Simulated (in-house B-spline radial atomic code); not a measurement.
A fraction x of an electron is removed from 4d in Ag4+, starting from [Kr] 4d7 and keeping the highest spin. Level of theory: non-relativistic Hartree-Fock with fractional occupations, spin-polarised, spherical fractional occupations, point nucleus; calculated with a radial B-spline atomic code at the basis-set limit.

Caution: exact exchange at fractional occupations of open shells leaves self-interaction of up to several eV.

```tsv
x	E(x) - E(0) (eV)	4d down level (eV)
0	0.0000	-55.591
0.05	2.7949	-56.204
0.2	11.3639	-58.053
0.3	17.2312	-59.293
0.43	25.0447	-60.916
0.5	29.3395	-61.795
0.61	36.2131	-63.181
0.69	41.3081	-64.194
0.76	45.8329	-65.084
0.92	56.4098	-67.130
1	61.8214	-68.159
```

The exact functional would give a straight line between the two integer points. Deviations E(x) - E(0) - x[E(1) - E(0)], in eV: -0.296 at x = 0.05, -1 at x = 0.2, -1.315 at x = 0.3, -1.539 at x = 0.43, -1.571 at x = 0.5, -1.498 at x = 0.61, -1.349 at x = 0.69, -1.151 at x = 0.76, -0.466 at x = 0.92.

The curve lies below the straight line by up to 1.571 eV (at x = 0.5): with spherically averaged exact exchange in an open shell, this holds the self-interaction named above.

How well does Slater's transition state (minus the level at half occupation) give the ionisation energy?

It gives 61.795 eV against 61.821 eV from the two total energies; NIST lists 65.00 eV, ground level to ground level. The end point has an open shell averaged over its orbitals, so its exact exchange keeps a self-interaction and this is no true integer point.
